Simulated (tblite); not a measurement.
C₅H₇NOS.
Structure used (GFN2-xTB), in Å, numbered top down from 1:
```xyz
15
C5H7NOS angstrom
C     -2.8140   -0.6168    0.2187
C     -1.3232   -0.5826   -0.0490
S     -0.6146    0.9742    0.6227
C      1.0525    0.7493    0.1856
C      2.1560    1.5342    0.3819
N      3.2329    0.8970   -0.1570
C      2.7728   -0.2042   -0.6426
O      1.4461   -0.3674   -0.4724
H     -3.2371   -1.5367   -0.1788
H     -3.0104   -0.5721    1.2873
H     -3.3060    0.2278   -0.2575
H     -1.1086   -0.6002   -1.1172
H     -0.8091   -1.4092    0.4411
H      2.2337    2.4849    0.8627
H      3.3246   -0.9701   -1.1472
```

Method: GFN2-xTB as coded in tblite; computed harmonic values from a numerical Hessian at the method's own geometry, unscaled. Errors from tens to a few hundred cm⁻¹ against measured bands are possible. One conformer, not necessarily the lowest.

Harmonic wavenumbers (cm⁻¹): 31.2, 59.0, 117.4, 213.6, 221.6, 274.8, 310.9, 499.6, 614.2, 645.2, 688.2, 773.6, 797.4, 799.8, 913.3, 939.8, 1023.6, 1025.8, 1065.0, 1085.6, 1090.4, 1151.7, 1175.0, 1221.2, 1251.7, 1305.1, 1406.9, 1446.0, 1451.2, 1482.0, 1492.6, 1528.9, 2984.7, 2991.6, 3034.7, 3044.4, 3048.2, 3191.2, 3212.8.

A = 5359, B = 998.0, C = 850.3 MHz; mass 129.025 u (most abundant isotopes); point group Cs, symmetry number 1.

Q: What is the zero-point energy?

A: ½Σν̃ = 24805 cm⁻¹ = 70.92 kcal/mol.

Q: What is S at 273.15 K and 1 bar for an ideal gas of classical rigid rotors and harmonic oscillators?

A: Translation 40.07, rotation 28.39, vibration 21.68: S = 90.1 cal/(mol K).

Q: And Cp and H(273.15 K) − H(0)?

A: Cp = 28.83 cal/(mol K), of which vibrations give 20.88 (their classical limit is 39 R = 77.5); H(273.15 K) − H(0) = 5.11 kcal/mol without the zero-point energy, 2.94 from vibrations.

Q: Which modes carry the vibrational entropy at 273.15 K?

A: 31.2 cm⁻¹: 5.58; 59.0 cm⁻¹: 4.32; 117.4 cm⁻¹: 2.97; 213.6 cm⁻¹: 1.85; 221.6 cm⁻¹: 1.79; 274.8 cm⁻¹: 1.42 cal/(mol K); the other 33 give 3.75 together.

Q: Blend soft modes into free rotors: weight 1/[1 + (100 cm⁻¹/ν̃)⁴] for the oscillator and the rest for a rotor with moment μB/(μ + B), μ = h/(8π²ν), B = 10⁻⁴⁴ kg m². What vibrational entropy results?

A: 19.03 cal/(mol K) in place of 21.68, which changes −T·S at 273.15 K by +0.72 kcal/mol.

Q: How do the functions run with temperature in this model?

A: 
```tsv
T (K)	S (cal/(mol K))	Cp (cal/(mol K))	H − H(0) (kcal/mol)	G − H(0) (kcal/mol)	ln q(vib)
150	76.0	19.7	2.14	-9.25	2.99
250	87.7	26.9	4.46	-17.45	5.04
298.15	92.7	30.9	5.85	-21.80	5.99
400	103.0	39.1	9.42	-31.77	8.00
600	121.4	51.6	18.57	-54.25	11.90
900	144.6	63.0	35.92	-94.27	17.49
```

q(vib) and H(0) count from the zero-point level.

Q: What must be added to the electronic energy to get the Gibbs energy at 273.15 K and 1 bar?

A: ZPE + [H(273.15 K) − H(0)] − T·S = 70.92 + 5.11 − 24.62 = 51.41 kcal/mol.

Hindered rotation and anharmonicity are outside this model. Other conformers, if any are populated, would add a mixing term that is left out.

Hardware: one thread of an Arm Neoverse N1, on a shared host. This covers the Hessian and the dipole derivatives.
